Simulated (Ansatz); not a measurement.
Computed with Ansatz on PBE0-D4/def2-TZVP structures; ΔE is electronic, products minus reactants. CBS: MP2 limit from def2 TZ/QZ plus the TZ coupled-cluster correction, frozen cores. This one scheme is used for every species. DFT in def2-TZVPP. B3LYP here is the variant with VWN-RPA as its local correlation; programs differ in this. For Br outer-core shells are correlated without core-valence functions, which leaves a few kJ/mol of doubt a bond. Scalar relativity is left out up to krypton. One conformer a species, not always the lowest.

Consider the ligand exchange at the Al–Br bond: `[OH][Al]([Cl])[Br]` + H₂S → `[OH][Al]([SH])[Cl]` + HBr.

`[OH][Al]([Cl])[Br]`:

Cartesian coordinates in Å:
```
O -0.235 0.214 -1.307
Al -0.071 0.124 0.360
Cl -1.050 1.531 1.523
Br 1.168 -1.468 1.329
H 0.188 -0.401 -1.905
```

H₂S:

```xyz
3

S     0.078   -0.398   -0.469
H    -0.979    0.268    0.019
H     0.902    0.129    0.449
```

`[OH][Al]([SH])[Cl]`:

```xyz
6

O     0.552   -1.644   -0.265
Al    0.122   -0.044    0.018
S    -1.934    0.523   -0.335
Cl    1.517    1.362    0.690
H     1.433   -1.992   -0.139
H    -1.690    1.794    0.031
```

HBr:

Z-matrix (Å, degrees):
```
Br
H 1 1.420
```

```tsv
species	B3LYP-D4 energy (Eh)
`[OH][Al]([Cl])[Br]`	-3352.94332
H₂S	-399.42766
`[OH][Al]([SH])[Cl]`	-1177.56448
HBr	-2574.79010
```

(1) Work out ΔE.

(2) What do rigid-rotor, harmonic-oscillator terms from PBE0-D4/def2-TZVP frequencies (298.15 K, 1 bar) make of the CCSD(T)/CBS value? (An estimate is asked.)

Largest T1 diagnostic among the species: 0.011.

Answers

(1) ΔE = (-1177.56448) + (-2574.79010) − (-3352.94332) − (-399.42766) = 0.01640 Eh = +10.3 kcal/mol. CCSD(T)/CBS gives +10.9 kcal/mol.

(2) Ansatz gave: ΔZPE = -0.5 kcal/mol, ΔH = +10.5 kcal/mol, ΔS = -8 J/(mol·K), ΔG = +11.0 kcal/mol.

In def2-TZVPP, CCSD(T) changes the Hartree–Fock value by −2.6 kcal/mol (the triples alone add −0.4 kcal/mol) and MP2 by −2.2 kcal/mol. Leaving LDA and LC-ωPBE aside and taking each functional with its dispersion term where it has one, the values, not all of them listed here, spread over 2.3 kcal/mol, from revPBE-D4 to BHLYP-D4.
